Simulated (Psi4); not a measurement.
H2Zn, singlet, geometry from GFN2-xTB (such geometries of metal compounds can be far from the true shape); B3LYP/cc-pVTZ (Psi4).

Here is a job for Psi4.
```
memory 2 GB

molecule mol {
0 1
  Zn    0.000000    0.000000    0.000000
  H    -0.000000   -0.000000   -1.499257
  H     0.000000    0.000000    1.499257
}

set basis cc-pvtz
set reference rks
set scf_type cd

energy('b3lyp')
print_variables()
```

Question: Predict the main parts of the log of this Psi4 run.

Answer: 
```
   => Loading Basis Set <=

    Name: CC-PVTZ
    Role: ORBITAL
    Keyword: BASIS

         ---------------------------------------------------------
                                   SCF
               by Justin Turney, Rob Parrish, Andy Simmonett
                          and Daniel G. A. Smith
                              RKS Reference
         ---------------------------------------------------------

  ==> Geometry <==

    Molecular point group: d2h
    Full point group: D_inf_h

    Geometry (in Angstrom), charge = 0, multiplicity = 1:

       Center              X                  Y                   Z               Mass
    ------------   -----------------  -----------------  -----------------  -----------------
         ZN           0.000000000000     0.000000000000     0.000000000000    63.929142010000
         H            0.000000000000     0.000000000000    -1.499257000000     1.007825032230
         H            0.000000000000     0.000000000000     1.499257000000     1.007825032230

  Running in d2h symmetry.

  Rotational constants: A = ************  B =      3.72074  C =      3.72074 [cm^-1]
  Rotational constants: A = ************  B = 111544.94460  C = 111544.94460 [MHz]
  Nuclear repulsion =   21.354058207188626

  Charge       = 0
  Multiplicity = 1
  Electrons    = 32
  Nalpha       = 16
  Nbeta        = 16

  ==> Algorithm <==

  SCF Algorithm Type is CD.
  DIIS enabled.
  MOM disabled.
  Fractional occupation disabled.
  Guess Type is SAD.
  Energy threshold   = 1.00e-06
  Density threshold  = 1.00e-06
  Integral threshold = 1.00e-12

  ==> Primary Basis <==

  Basis Set: CC-PVTZ
    Blend: CC-PVTZ
    Number of shells: 32
    Number of basis functions: 96
    Number of Cartesian functions: 114
    Spherical Harmonics?: true
    Max angular momentum: 4

  ==> DFT Potential <==

   => LibXC <=

    Version 7.1.2
    S. Lehtola, C. Steigemann, M. J. T. Oliveira, and M. A. L. Marques,  SoftwareX 7, 1–5 (2018) (10.1016/j.softx.2017.11.002)

   => Composite Functional: B3LYP <=

    B3LYP Hyb-GGA Exchange-Correlation Functional

    P. J. Stephens, F. J. Devlin, C. F. Chabalowski, and M. J. Frisch,  J. Phys. Chem. 98, 11623 (1994) (10.1021/j100096a001)

    Deriv               =              1
    GGA                 =           TRUE
    Meta                =          FALSE

    Exchange Hybrid     =           TRUE
    MP2 Hybrid          =          FALSE

   => Exchange Functionals <=

    0.0800   Slater exchange
    0.7200         Becke 88

   => Exact (HF) Exchange <=

    0.2000               HF

   => Correlation Functionals <=

    0.1900   Vosko, Wilk & Nusair (VWN5_RPA)
    0.8100   Lee, Yang & Parr

   => LibXC Density Thresholds  <==

    XC_HYB_GGA_XC_B3LYP:  1.00E-15

   => Molecular Quadrature <=

    Radial Scheme          =       TREUTLER
    Pruning Scheme         =           NONE
    Nuclear Scheme         =       TREUTLER

    Blocking Scheme        =         OCTREE
    BS radius alpha        =              1
    Pruning alpha          =              1
    Radial Points          =             75
    Spherical Points       =            302
    Total Points           =          65882
    Total Blocks           =            552
    Max Points             =            256
    Max Functions          =             96
    Weights Tolerance      =       1.00E-15

  ==> Integral Setup <==

  ==> CDJK: Cholesky-decomposed J/K Matrices <==

    J tasked:                     Yes
    K tasked:                     Yes
    wK tasked:                     No
    Integrals threads:              1
    Algorithm:                   Core
    Integral Cache:              NONE
    Schwarz Cutoff:             1E-12
    Cholesky tolerance:      1.00E-04
    No. Cholesky vectors:         483

  Minimum eigenvalue in the overlap matrix is 4.1245668038E-04.
  Reciprocal condition number of the overlap matrix is 9.2681057000E-05.
    Using symmetric orthogonalization.

  ==> Pre-Iterations <==

  SCF Guess: Superposition of Atomic Densities via on-the-fly atomic UHF (no occupation information).

   -------------------------
    Irrep   Nso     Nmo
   -------------------------
     Ag        25      25
     B1g        7       7
     B2g        9       9
     B3g        9       9
     Au         3       3
     B1u       17      17
     B2u       13      13
     B3u       13      13
   -------------------------
    Total      96      96
   -------------------------

  ==> Iterations <==

                        Total Energy        Delta E     RMS |[F,P]|

   @RKS iter SAD: -1777.70374333291761   -1.77770e+03   0.00000e+00
    Occupation by irrep:
             Ag   B1g   B2g   B3g    Au   B1u   B2u   B3u
    DOCC [     6,    0,    0,    0,    0,    4,    3,    3 ]
    NA   [     6,    0,    0,    0,    0,    4,    3,    3 ]
    NB   [     6,    0,    0,    0,    0,    4,    3,    3 ]

   @RKS iter   1: -1777.92458966091385   -2.20846e-01   1.16478e-01 ADIIS
    Occupation by irrep:
             Ag   B1g   B2g   B3g    Au   B1u   B2u   B3u
    DOCC [     6,    1,    1,    1,    0,    3,    2,    2 ]
    NA   [     6,    1,    1,    1,    0,    3,    2,    2 ]
    NB   [     6,    1,    1,    1,    0,    3,    2,    2 ]

   @RKS iter   2: -1733.38079386385675    4.45438e+01   2.48726e-01 ADIIS
   @RKS iter   3: -1778.34740841784651   -4.49666e+01   1.15032e-01 ADIIS
   @RKS iter   4: -1780.62310959521778   -2.27570e+00   1.52126e-02 DIIS/ADIIS
   @RKS iter   5: -1780.65956464593728   -3.64551e-02   5.42326e-03 DIIS/ADIIS
   @RKS iter   6: -1780.66463084321231   -5.06620e-03   2.68602e-04 DIIS/ADIIS
   @RKS iter   7: -1780.66464463168563   -1.37885e-05   8.80740e-06 DIIS
   @RKS iter   8: -1780.66464468951381   -5.78282e-08   5.38552e-06 DIIS
   @RKS iter   9: -1780.66464469536572   -5.85192e-09   1.69068e-07 DIIS
  Energy and wave function converged.

  ==> Post-Iterations <==

   Electrons on quadrature grid:
      Ntotal   =   31.9999998135 ; deviation = -1.865e-07

    Orbital Energies [Eh]
    ---------------------

    Doubly Occupied:

       1Ag  -347.256396     2Ag   -42.213245     1B3u  -37.190758
       1B2u  -37.190758     1B1u  -37.188763     3Ag    -4.839657
       2B2u   -3.230730     2B3u   -3.230729     2B1u   -3.225978
       4Ag    -0.529719     1B1g   -0.510794     5Ag    -0.510792
       1B3g   -0.506666     1B2g   -0.506665     6Ag    -0.351209
       3B1u   -0.290395

    Virtual:

       3B3u   -0.035184     3B2u   -0.035184     7Ag     0.029554
       8Ag     0.053196     4B1u    0.080234     4B3u    0.163173
       4B2u    0.163174     5B1u    0.274505     9Ag     0.359453
       2B2g    0.452986     2B3g    0.452987     6B1u    0.486175
      10Ag     0.507903    11Ag     0.528297     2B1g    0.528299
       5B2u    0.724343     5B3u    0.724345     7B1u    0.864665
       6B3u    0.904575     6B2u    0.904580    12Ag     0.941038
       3B3g    1.036031     3B2g    1.036043     8B1u    1.401864
      13Ag     1.468583    14Ag     2.493392     4B2g    2.522301
       4B3g    2.522352    15Ag     2.568789     3B1g    2.568794
       9B1u    2.620775    16Ag     2.756060     7B3u    3.016274
       7B2u    3.016297    10B1u    3.125417    11B1u    3.164987
       1Au     3.164997    17Ag     3.234438     4B1g    3.234449
       5B3g    3.496511     5B2g    3.496553     8B2u    3.682348
       8B3u    3.682348     6B3g    3.892176     6B2g    3.892194
       9B3u    3.969071     9B2u    3.969071    12B1u    4.004201
       2Au     4.004201    13B1u    4.048173    18Ag     4.056546
      10B2u    4.247666    10B3u    4.247675    11B2u    4.465099
      11B3u    4.465144    19Ag     4.523849    14B1u    4.705447
      20Ag     5.393326    15B1u    5.436428     5B1g    9.977646
      21Ag     9.977647     7B2g   10.108965     7B3g   10.108969
      22Ag    10.903831    12B3u   15.304846    12B2u   15.304846
      16B1u   15.312024     3Au    15.312028    13B2u   15.401198
      13B3u   15.401203    17B1u   15.741343     6B1g   16.035788
      23Ag    16.035796     8B2g   16.039781     8B3g   16.039781
      24Ag    16.042201     7B1g   16.042205     9B3g   16.052905
       9B2g   16.052905    25Ag    16.111169

    Final Occupation by Irrep:
             Ag   B1g   B2g   B3g    Au   B1u   B2u   B3u
    DOCC [     6,    1,    1,    1,    0,    3,    2,    2 ]
    NA   [     6,    1,    1,    1,    0,    3,    2,    2 ]
    NB   [     6,    1,    1,    1,    0,    3,    2,    2 ]

  @RKS Final Energy: -1780.66464469536572

   => Energetics <=

    Nuclear Repulsion Energy =             21.3540582071886256
    One-Electron Energy =               -2525.7762335264551439
    Two-Electron Energy =                 781.6295178408965967
    DFT Exchange-Correlation Energy =     -57.8719872169959189
    Empirical Dispersion Energy =           0.0000000000000000
    VV10 Nonlocal Energy =                  0.0000000000000000
    Total Energy =                      -1780.6646446953657232

Computation Completed

Properties will be evaluated at   0.000000,   0.000000,   0.000000 [a0]

Properties computed using the SCF density matrix

 Multipole Moments:

 ------------------------------------------------------------------------------------
     Multipole            Electronic (a.u.)      Nuclear  (a.u.)        Total (a.u.)
 ------------------------------------------------------------------------------------

 L = 1.  Multiply by 2.5417464519 to convert [e a0] to [Debye]
 Dipole X            :          0.0000000            0.0000000            0.0000000
 Dipole Y            :          0.0000000            0.0000000            0.0000000
 Dipole Z            :          0.0000000            0.0000000            0.0000000
 Magnitude           :                                                    0.0000000

 ------------------------------------------------------------------------------------

  Variable Map:
  ----------------------------------------------------------------------------
  "CURRENT ENERGY"              =>   -1780.664644695366
  "CURRENT REFERENCE ENERGY"    =>   -1780.664644695366
  "DD SOLVATION ENERGY"         =>       0.000000000000
  "DFT FUNCTIONAL TOTAL ENERGY" =>   -1780.664644695366
  "DFT TOTAL ENERGY"            =>   -1780.664644695366
  "DFT VV10 ENERGY"             =>       0.000000000000
  "DFT XC ENERGY"               =>     -57.871987216996
  "GRID ELECTRONS ALPHA"        =>      15.999999906757
  "GRID ELECTRONS BETA"         =>      15.999999906757
  "GRID ELECTRONS TOTAL"        =>      31.999999813513
  "NUCLEAR REPULSION ENERGY"    =>      21.354058207189
  "ONE-ELECTRON ENERGY"         =>   -2525.776233526455
  "PCM POLARIZATION ENERGY"     =>       0.000000000000
  "PE ENERGY"                   =>       0.000000000000
  "SCF ITERATION ENERGY"        =>   -1780.664644695366
  "SCF ITERATIONS"              =>       9.000000000000
  "SCF TOTAL ENERGY"            =>   -1780.664644695366
  "TWO-ELECTRON ENERGY"         =>     781.629517840897
  "XC GRID RADIAL POINTS"       =>      75.000000000000
  "XC GRID SPHERICAL POINTS"    =>     302.000000000000
  "XC GRID TOTAL POINTS"        =>   65882.000000000000

  Array Variable Map:
  ----------------------------------------------------------------------------
  "CURRENT DIPOLE"              =>       0.000000000000 ... 0.000000000000 1 by 3
  "SCF DIPOLE"                  =>       0.000000000000 ... 0.000000000000 1 by 3
  "SCF TOTAL ENERGIES"          =>   -1777.703743332918 ... -1780.664644695366 1 by 10
```
